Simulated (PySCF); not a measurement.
# Computed properties of C3H5, SMILES [CH2]C=C

C3H5, SMILES [CH2]C=C (connectivity only; charge and spin as stated), charge +1, multiplicity 1. Geometry: PBE0-D3(BJ)/def2-TZVP. The multiplicity is an assumed one; other spin states were not compared. The isomer is the one that the SMILES or the coordinates give; other isomers of the formula were not compared. Other conformers were not sampled. All values are computed for the isolated molecule unless a solvent is named; none is compared with measurement here.

**Structure.** The optimised structure has C2v symmetry. All 18 harmonic modes at PBE0-D3(BJ)/def2-TZVP (PySCF) are real, so it is a minimum. With heavy atoms numbered as in [CH2:1][CH:2]=[CH2:3], the shortest bond between them is C1–C2 at 1.375 Å and the longest C2–C3 at 1.375 Å.

**Vibrations.** The strongest infrared lines (harmonic, unscaled, degenerate partners summed) lie at 1626 cm⁻¹ (208 km/mol, C 76 %, H 24 %), 1445 cm⁻¹ (102 km/mol, H 82 %, C 18 %), 1299 cm⁻¹ (41 km/mol, H 79 %, C 21 %). The softest mode is at 291 cm⁻¹ and the zero-point energy is 42.9 kcal/mol.

**Electronic structure.** PBE0/def2-TZVPD (PySCF) places the frontier levels at -16.03 and -10.31 eV, a gap of 5.72 eV and a mean polarisability of 32.8 bohr³.

**Excitations.** TDA-ωB97X/def2-SVPD (PySCF) has S1 at 5.31 eV (233 nm, f = 0.000, dark); the most intense of the 10 singlets computed lies at 6.29 eV (f = 0.56). T1 (TDA) is at 2.60 eV, 2.71 eV under S1. No vertical singlet excitation falls in the visible range (under 3.1 eV).

**NMR.** GIAO shifts at PBE0/pcSseg-2 (PySCF) (non-relativistic, atoms alike by connectivity averaged): ¹³C from 159.4 to 248.9 ppm against TMS; ¹H from 9.2 to 10.3 ppm against TMS.
